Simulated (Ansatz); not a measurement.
A nudged elastic band was laid between two geometries of ClH3OSn + H2 (8 atoms, charge 0, multiplicity 1).

The calculation used Ansatz, RHF/def2-SVP.

- movable images: 7
- climbing image: yes
- spring: 5.0 eV/Å²
- optimiser: quadratic models (default)
- start path: through a guess of the saddle point
- force threshold: 0.05 eV/Å
- iteration limit: 60
- end points: relaxed

Image 0:

```xyz
8
Properties=species:S:1:pos:R:3
Sn -0.197 -0.492 -0.174
Cl -0.528 -0.478 2.161
H 1.453 -0.308 -0.492
O -1.085 1.102 -0.870
H -1.903 1.380 -0.485
H -0.951 -1.895 -0.761
H 1.323 2.950 1.178
H 1.310 2.557 1.812
```

Image 8:

```xyz
8
Properties=species:S:1:pos:R:3
Sn 0.667 0.022 -0.532
Cl -0.964 1.505 3.264
H 0.889 0.378 -2.186
O -0.785 1.215 0.128
H -1.557 1.331 -0.405
H 0.150 -1.585 -0.298
H 2.005 0.441 0.424
H -0.983 1.508 1.974
```

Task: Which bonds break or form, and what moves?

Result: Bonds broken: Sn1–Cl2, H7–H8. Bonds formed: Sn1–H7, Cl2–H8. ClH3OSn + H2 becomes ClH + H4OSn.

Task: What energy profile does the band end with?

Result: The forces met the threshold. The highest image is number 3 of 0 to 8, 55.0 kcal/mol above the first end and 45.4 kcal/mol above the last; the last end lies 9.6 kcal/mol above the first. Neighbouring images differ by up to 2.0 eV, so the band resolves the path poorly. A vibrational analysis at the climbing image gives one clearly imaginary mode, 1120i cm⁻¹: a first-order saddle point. The orbitals stay closed-shell, which can raise the energy where a bond breaks towards radicals; this wasn't checked here.

| image | path coordinate (Å) | energy (kcal/mol) | Sn1–Cl2 (Å) | H7–H8 (Å) | Sn1–H7 (Å) |
| --- | --- | --- | --- | --- | --- |
| 0 | 0.00 | 0.0 | 2.36 | 0.75 | 4.00 |
| 1 | 1.68 | -0.1 | 2.36 | 0.75 | 4.33 |
| 2 | 3.36 | 8.9 | 2.39 | 0.74 | 2.99 |
| 3 | 5.04 | 55.0 | 2.92 | 0.91 | 1.96 |
| 4 | 5.91 | 21.9 | 3.39 | 1.70 | 1.73 |
| 5 | 6.78 | 15.6 | 3.86 | 2.51 | 1.72 |
| 6 | 7.65 | 14.8 | 4.00 | 3.17 | 1.71 |
| 7 | 8.52 | 12.1 | 4.12 | 3.26 | 1.70 |
| 8 | 9.39 | 9.6 | 4.39 | 3.53 | 1.70 |

Task: What is the geometry of the highest image?

Result: 
```xyz
8
Properties=species:S:1:pos:R:3
Sn 0.238 0.166 -0.273
Cl -1.045 0.811 2.268
H 1.496 0.446 -1.385
O -1.212 1.268 -0.931
H -1.881 1.451 -0.283
H -0.004 -1.435 0.184
H 1.284 1.055 1.131
H 0.548 1.054 1.659
```

Time of the run: 5.2 min on 1 thread of Arm Neoverse V2, with other jobs on the host, peak memory 0.17 GiB.
